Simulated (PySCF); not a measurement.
# Electron correlation in Te²⁺ (tellurium, charge +2)

[Kr] 4d10 5s1 5p3, high-spin 5S determinant (an excited configuration). Calculation: PySCF 2.14, in aug-cc-pVQZ-PP with ECP28MDF; a scalar-relativistic core potential. Frozen: 4s2 4p6 4d10; 4 electrons correlated.

```tsv
level	correlation energy (mhartree)
CCSD	-22.77
(T)	-0.26
CCSD(T)	-23.03
```

Diagnostics: T1 = 0.0011, D1 = 0.0030, largest double amplitude 0.034.

Cost of the coupled-cluster step: roughly 10 core-seconds, for 4 correlated electrons.
